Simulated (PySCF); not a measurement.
This PySCF input asks for the NMR shieldings of `FBC1SCCS1`, C$_{3}$H$_{6}$BFS$_{2}$; the geometry comes from GFN2-xTB.

```python
import basis_set_exchange as bse
import numpy as np
from pyscf import gto, dft
from pyscf.prop import nmr

atoms = """
F     2.723950    1.278655   -0.571094
B     1.655363    0.472233   -0.527354
C     1.134728    0.070592    0.898302
S     0.016604    1.478575    0.394752
C    -1.388936    0.414758   -0.133195
C    -1.009148   -1.056158   -0.099779
S     0.106931   -1.334142    1.309184
H     1.305348    0.001992   -1.541829
H     1.710597    0.361336    1.771584
H    -1.689426    0.726419   -1.132285
H    -2.191364    0.630047    0.571952
H    -1.884906   -1.684508    0.051682
H    -0.494131   -1.359313   -1.009648
"""
names = dict.fromkeys(["F", "B", "C", "S", "H"], "pcSseg-1")
basis = {el: gto.basis.parse(bse.get_basis(n, elements=[el], fmt="nwchem")) for el, n in names.items()}
mol = gto.M(atom=atoms, basis=basis, charge=0, verbose=0)
mf = dft.RKS(mol, xc="PBE0")
mf.grids.level = 2
mf.grids.alignment = dft.numint.BLKSIZE   # the property module wants whole blocks of grid points
mf.conv_tol = 1e-9
mf.kernel()

calc = nmr.RKS(mf)   # GIAO
C = mf.mo_coeff
Co = C[:, mf.mo_occ > 0]
resp = mf.gen_response(singlet=True, hermi=2)
def vind(x):   # induced exchange potential for any number of trial vectors
    d = np.einsum("pi,xij,qj->xpq", C, 2 * x.reshape(-1, C.shape[1], Co.shape[1]), Co, optimize=True)
    return np.einsum("xpq,pi,qj->xij", resp(d - d.transpose(0, 2, 1)), C, Co, optimize=True).ravel()
mo1, _ = nmr.rhf.solve_mo1(calc, with_cphf=vind)
sigma = calc.kernel(mo1)
for i, s in enumerate(sigma):   # ppm
    w = np.linalg.eigvalsh((s + s.T) / 2)
    print("%2d %-2s iso %8.1f  s11 %8.1f  s22 %8.1f  s33 %8.1f" % (i, mol.atom_pure_symbol(i), w.mean(), *w))
```

Question: Give the expected output.

Answer: 
```
 0 F  iso    355.7  s11    241.1  s22    336.6  s33    489.4
 1 B  iso     97.4  s11     81.8  s22     97.5  s33    112.9
 2 C  iso    128.6  s11     75.1  s22    145.9  s33    164.7
 3 S  iso    565.5  s11    202.3  s22    565.2  s33    929.0
 4 C  iso    144.1  s11     96.7  s22    165.8  s33    169.8
 5 C  iso    147.4  s11    111.9  s22    162.9  s33    167.3
 6 S  iso    433.0  s11    263.8  s22    363.1  s33    672.1
 7 H  iso     28.0  s11     23.3  s22     29.0  s33     31.7
 8 H  iso     27.6  s11     21.8  s22     25.9  s33     35.3
 9 H  iso     28.7  s11     22.6  s22     26.4  s33     37.0
10 H  iso     29.1  s11     22.1  s22     26.7  s33     38.4
11 H  iso     28.9  s11     22.9  s22     26.1  s33     37.8
12 H  iso     28.8  s11     23.8  s22     25.5  s33     37.0
```

These numbers come from an equivalent density-fitted implementation of the same equations, which agrees with the script to about 0.01 ppm for H and up to a few tenths of a ppm for heavy atoms, so last digits may differ.

Size and cost of the density-fitted run: 163 basis functions, 34 s wall time on 1 thread of an Arm Neoverse N1, shared host; peak memory 0.74 GiB.
